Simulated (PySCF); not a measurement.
Al(Cl)(Me)(NCO) (C2H3AlClNO), SMILES [CH3][Al]([Cl])[N]=C=O.

The structure is a stationary point at PBE-D3(BJ)/def2-SVP. The structure was generated by enumeration; whether it is a known compound was not checked. The values are those of a single conformer.

Two levels are set side by side: PBE/def2-TZVP (PySCF) and HF/def2-TZVP (PySCF). Same geometry, gas phase. Differences are taken from unrounded values.

| quantity | HF | PBE | PBE minus HF |
|---|---|---|---|
| orbital gap (eV) | 13.68 | 5.31 | -8.37 |
| highest occupied level (eV) | -11.93 | -7.24 | 4.69 |
| lowest empty level (eV) | 1.75 | -1.93 | -3.68 |
| dipole moment (D) | 2.86 | 2.65 | -0.21 |
| mean polarisability (bohr³) | 61.6 | 70.8 | 9.2 |

Without exact exchange PBE keeps part of each electron's self-repulsion, which lifts occupied levels and narrows the gap. Loosely held outer electrons make PBE densities more polarisable. Differences between two approximate levels are no errors against the true value.

Rough cost on one machine, each run with all the roots and properties that it gave: HF against PBE about 1/3.
